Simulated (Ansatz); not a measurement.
Consider the ligand exchange at the Al–S bond: `[F][Al]([SH])[SH]` + HCl → `[F][Al]([SH])[Cl]` + H₂S.

Computed with Ansatz on PBE0-D4/def2-TZVP structures; ΔE is electronic, products minus reactants. CCSD(T)/CBS adds triple-zeta CCSD(T) − MP2 to the extrapolated MP2 energy (def2 sets, frozen cores). This one scheme is used for every species. Functionals use def2-TZVPP. B3LYP here is the variant with VWN-RPA as its local correlation; programs differ in this. One conformer a species, not always the lowest.

(1) Is it downhill or uphill in electronic energy at CCSD(T)/CBS, and by how much? (An estimate is asked.)

(2) What do these levels give: BHLYP-D4, revPBE, B3LYP, r2SCANh, MP2/def2-SVP, SCS-MP2/def2-TZVPP? (An estimate is asked.)

(3) What do rigid-rotor, harmonic-oscillator terms from PBE0-D4/def2-TZVP frequencies (298.15 K, 1 bar) make of the CCSD(T)/CBS value? (Estimate.)

Largest T1 diagnostic among the species: 0.012.

Answers

(1) Computed: Downhill: ΔE = -47.9 kJ/mol.

(2) Ansatz gave: BHLYP-D4 -51.6, revPBE -43.6, B3LYP -50.0, r2SCANh -48.1, MP2/def2-SVP -51.9, SCS-MP2/def2-TZVPP -49.2 kJ/mol.

(3) Computed: ΔZPE = +1.5 kJ/mol, ΔH = -47.2 kJ/mol, ΔS = 12 J/(mol·K), ΔG = -50.6 kJ/mol.

Leaving LDA and LC-ωPBE aside and taking each functional with its dispersion term where it has one, the values, not all of them listed here, spread over 9.6 kJ/mol, from BHLYP-D4 to PBE-D4. From BLYP to BHLYP (50 % exact exchange), in def2-TZVPP and without D4, ΔE moves by −4.5 kJ/mol. In def2-TZVPP, CCSD(T) changes the Hartree–Fock value by +11.3 kJ/mol (the triples alone add +1.8 kJ/mol) and MP2 by +10.9 kJ/mol.
